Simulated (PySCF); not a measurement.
SiB3H8N3

SiB3H8N3 is a molecule, neutral, singlet. The structure, one conformer, was relaxed in the gas phase by PBE0-D3(BJ)/def2-SVP. No frequency run checks that it is a minimum.

SMILES: [SiH3]B1NBNBN1

```xyz
15

N    -1.109   -0.447   -0.140
B    -1.079   -0.647   -1.554
N     0.119   -0.295   -2.241
B     1.261    0.232   -1.569
N     1.169    0.409   -0.155
B    -0.004    0.085    0.596
Si   -0.109    0.391    2.602
H    -1.953   -0.698    0.358
H    -2.034   -1.098   -2.142
H     0.163   -0.428   -3.242
H     2.270    0.519   -2.170
H     1.977    0.779    0.330
H    -1.133   -0.495    3.247
H    -0.495    1.806    2.920
H     1.206    0.140    3.278
```
Atoms count from 1 in this order.

Shieldings: GIAO PBE0/pcSseg-1. Shifts are against computed references at the same level: H TMS (σ 31.27 ppm), Si TMS (σ 352.0 ppm). Core levels by delta-SCF with SCAN, pcX-2 on the ionised atom and pcseg-1 elsewhere, spin-free X2C (2p3/2 is the spin-free 2p value less a third of a first-order spin-orbit splitting); from the vacuum level, for chosen atoms.

(1) Give the NMR and core-level values of the distinct atoms.

(2) By CAM-B3LYP/def2-SVPD (TDDFT singlets, Tamm-Dancoff triplets, ionisation by delta-SCF), where does absorption start, and what does vertical ionisation take?

Results:

(1) 
```
      atoms   bonded to  σ (ppm)  δ (ppm)  core level (eV)
         N1   2 B + 1 H    107.1        -        1s 404.66
         B2   2 N + 1 H     73.8        -        1s 195.83
         N3   2 B + 1 H    118.7        -                -
         B4   2 N + 1 H     73.8        -                -
         N5   2 B + 1 H    108.0        -        1s 404.66
         B6  2 N + 1 Si     68.1        -        1s 195.59
        Si7   1 B + 3 H    458.6   -106.6     2p3/2 106.15
         H8         1 N    25.32     5.95                -
         H9         1 B    26.53     4.74                -
        H10         1 N    25.53     5.74                -
        H11         1 B    26.53     4.74                -
        H12         1 N    25.35     5.91                -
H13 H14 H15        1 Si    27.80     3.47                -
```

Values are those of this one static structure, with the three H of a rotating XH3 group averaged; atoms that internal rotation interchanges would show their mean in an NMR spectrum.

The core-hole states of B2, B6 are spin-contaminated (⟨S²⟩ 0.81, 0.80 against 0.75 for a pure doublet), so those values and differences from them are less sure.

(2) The lowest singlet lies at 6.46 eV (f 0.021), the strongest of the first 6 at 7.48 eV (f 0.162), the lowest triplet at 5.54 eV; vertical ionisation takes 10.18 eV.
